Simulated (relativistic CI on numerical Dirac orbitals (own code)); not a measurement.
# d1 to d9 in one tetrahedral field

Computed with a parametric ligand-field model without spin-orbit coupling, by exact diagonalisation: B = 770, C = 3220, 10Dq = -7000 cm⁻¹ (Td; |10Dq|/B = 9.1) for every shell. Energies in cm⁻¹; the field energy is (0.6 n_e − 0.4 n_t2) × 10Dq of the ground term; g labels are left out.

```csv
Shell,Ground term,Electrons in e,Field energy,First spin-allowed bands,Lowest term of other spin
d1,2E,1.000,-4200,2T2 7000,
d2,3A2,2.000,-8400,"3T2 7000, 3T1 11655",1E 12133
d3,4T1,1.917,-5017,"4T2 6083, 4A2 13083",2E 8227
d4,5T2,2.000,-2800,5E 7000,3T1 10961
d5,6A1,2.000,0,none,4T1 18955
d6,5E,3.000,-4200,5T2 7000,3T1 11521
d7,4A2,4.000,-8400,"4T2 7000, 4T1 11655",2E 14743
d8,3T1,3.917,-5017,"3T2 6083, 3A2 13083",1T2 11467
d9,2T2,4.000,-2800,2E 7000,
```

Every shell keeps the spin of the free ion. Tetrahedral fields of 3d complexes are almost always too weak to pair spins. High-spin d^(n+5) repeats the spin-allowed bands of d^n, since the half-filled shell is spherical.
